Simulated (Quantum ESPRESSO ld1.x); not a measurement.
The numbers below are computed, except where a source is named.
Problem. The aim is neutral boron in [He] 2s2 2p1. What will ld1.x (Quantum ESPRESSO 7.5) do with this input?

```
 &input
    zed=5.0,
    iswitch=5,
    rel=1,
    dft='BLYP',
    config='[He] 2s2 2p1',
    prefix='ld1',
    max_out_wfc=37,
    file_charge='ld1.rho',
 /
```

Solution. Refused. The program stops in ld1_readin with "wrong iswitch": iswitch takes 1 to 4.

Output (excerpt):

```
     Program LD1 v.7.5 starts

 %%%%%%%%%%%%%%%%%%%%%%%%%%%%%%%%%%%%%%%%%%%%%%%%%%%%%%%%%%%%%%%%%%%%%%%%%%%%%%
     Error in routine ld1_readin (1):
     wrong iswitch
 %%%%%%%%%%%%%%%%%%%%%%%%%%%%%%%%%%%%%%%%%%%%%%%%%%%%%%%%%%%%%%%%%%%%%%%%%%%%%%

     stopping ...
```

Run on one thread of a shared host, so times are rough (Intel(R) Xeon(R) Processor @ 2.60GHz): 0.44 s of CPU time, 0.74 s wall.
